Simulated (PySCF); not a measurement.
**C$_{5}$H$_{3}$NO: calculation and literature**

Geometry:
| atom | x (Å) | y (Å) | z (Å) |
| --- | --- | --- | --- |
| N1 | 3.138 | -0.470 | -0.271 |
| C2 | 2.003 | -0.257 | -0.163 |
| C3 | 0.612 | -0.004 | -0.032 |
| C4 | -0.470 | -0.934 | -0.217 |
| C5 | -1.603 | -0.221 | 0.017 |
| O6 | -1.302 | 1.060 | 0.327 |
| C7 | 0.027 | 1.193 | 0.298 |
| H8 | -0.390 | -1.984 | -0.486 |
| H9 | -2.659 | -0.475 | 0.002 |
| H10 | 0.437 | 2.173 | 0.527 |

Published estimates (parent shift plus substituent increments) and measurements: δ 1H H10 7.83; H9 7.36; H8 6.52 ppm (estimated from measurements, as parent shift plus tabulated substituent increment; solution, not stated per compound (mostly CDCl3 or CCl4); Pretsch, Buehlmann, Badertscher, Structure Determination of Organic Compounds, 4th ed. (2009)).

Method: structure optimised with PBE0-D3(BJ)/def2-SVP, σ from GIAO-PBE0/pcSseg-1, in PySCF 2.14 (gas phase, single conformer, relativity neglected).

Question: How close does the calculation come?

Answer: 
Reference values: estimated from measurements, as parent shift plus tabulated substituent increment (solution, not stated per compound (mostly CDCl3 or CCl4); Pretsch, Buehlmann, Badertscher, Structure Determination of Organic Compounds, 4th ed. (2009)).
| atoms | quantity | reference | computed | computed, scaled |
| --- | --- | --- | --- | --- |
| H10 | δ 1H | 7.83 | 7.80 | 7.61 |
| H9 | δ 1H | 7.36 | 7.40 | 7.23 |
| H8 | δ 1H | 6.52 | 6.76 | 6.63 |

Computed shifts are σ(ref) − σ with the named reference compound (TMS for H and C) calculated as an isolated molecule at the same level. The measured values may be among those fitted. Expected solution values come from regression of measured δ (H and C: mostly CDCl3, vs TMS) on computed σ: 1H (scatter 0.21 ppm rms, 0.22 ppm with the 3 outliers that the fit left out). Occasional misses reach two or three times the rms, and more in compound classes unlike the fitted ones.

Question: How far are the unscaled 1H shifts from the references?

Answer: Mean signed difference +0.08 ppm, mean absolute 0.10 ppm over 3 comparisons; the largest is +0.24 ppm at H8 (hydrogen on an aromatic CH).
